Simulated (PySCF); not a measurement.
BiFBr2, SMILES [F][Bi]([Br])[Br].

The structure is a stationary point at B3LYP-D3(BJ)/def2-SVP. The structure was generated by enumeration; whether it is a known compound was not checked. The def2 effective core potentials stand for the cores of Bi; spin–orbit coupling is left out.

These are B3LYP-D3(BJ)/def2-SVP run with PySCF values and carry that method's errors.

Frequencies are harmonic and unscaled.

Computed harmonic wavenumbers and intensities:
| mode | ν (cm⁻¹) | IR (km/mol) | moving atoms (share of kinetic energy) |
|---|---|---|---|
| 1 | 65 | 0.5 | Br 82 %, Bi 16 % |
| 2 | 121 | 3.2 | F 82 %, Br 15 % |
| 3 | 123 | 5.4 | F 70 %, Br 17 %, Bi 14 % |
| 4 | 220 | 41.4 | Br 66 %, Bi 33 % |
| 5 | 224 | 15.8 | Br 72 %, Bi 27 % |
| 6 | 576 | 60.5 | F 91 %, Bi 9 % |
